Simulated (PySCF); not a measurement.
`C[C@H]1COC=C[Si@@H]1F`, C₅H₉FOSi

Geometry (Å), atoms numbered from 1 in this order:
```xyz
17

C    -2.072   -0.524   -0.449
C    -0.737    0.197   -0.295
C    -0.419    0.380    1.188
O     0.707    1.192    1.480
C     1.880    0.956    0.873
C     2.140    0.147   -0.159
Si    0.753   -0.714   -1.051
F     0.824   -0.427   -2.643
H    -2.309   -0.652   -1.502
H    -2.877    0.042    0.019
H    -2.033   -1.508    0.015
H    -0.832    1.191   -0.744
H    -0.266   -0.608    1.647
H    -1.246    0.875    1.707
H     2.652    1.550    1.351
H     3.163    0.079   -0.491
H     0.662   -2.165   -0.957
```

The calculation used TDDFT CAM-B3LYP/def2-SVPD circular dichroism and optical rotation, one conformer, gas phase in PySCF. Geometry: GFN2-xTB.

States above about 8.4 eV (minus the energy of the highest occupied orbital) lie near or above the ionisation threshold and depend on the basis.

Problem. Draw the ECD and absorption spectra from the lowest 16 states, each a Gaussian of half-width 0.3 eV at 1/e height.

Solution. 
```
E (eV)  λ (nm)  Δε (L mol⁻¹ cm⁻¹)  ε (L mol⁻¹ cm⁻¹)
  5.61     221              -0.66               497
  5.76     215              -2.71              2050
  5.91     210              -6.74              5130
  6.06     205              -9.85              7830
  6.21     200              -7.21              7430
  6.36     195              +1.57              4850
  6.51     190             +10.33              2970
  6.66     186             +10.42              2240
  6.81     182              -1.43              1700
  6.96     178             -17.93              1240
  7.11     174             -26.01               949
  7.26     171             -19.49               771
  7.41     167              -5.31               914
  7.56     164              +8.19              1570
  7.71     161             +19.29              2350
  7.86     158             +25.42              2660
  8.01     155             +20.72              2490
  8.16     152              +6.01              2500
  8.31     149              -9.41              3140
  8.46     147             -18.27              4160
  8.61     144             -18.91              4870
```
Δε uses R in velocity form, ε uses f in length form. Only the states computed contribute, so the short-wavelength end is incomplete.

The sign of the CD band at 142 nm isn't settled: the length form gives the opposite one.
